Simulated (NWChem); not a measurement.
# C₃H₃, doublet; SMILES [CH]=C=C

In the optimisation the excess spin sits in b1 (C2v, its own frame).

### Question
Give the equilibrium geometry at PBE-D3(BJ)/def2-SVP, spin-unrestricted (NWChem) as a list of bonds and angles, with the point group.

### Answer
point group C2v; any orientation.
Bonded distances (Å): C1–C2 1.373, C1–H4 1.102, C1–H5 1.102, C2–C3 1.244, C3–H6 1.081. Angles (°): C2–C1–H4 120.9, C2–C1–H5 120.9, H4–C1–H5 118.2, C1–C2–C3 180.0, C2–C3–H6 180.0.
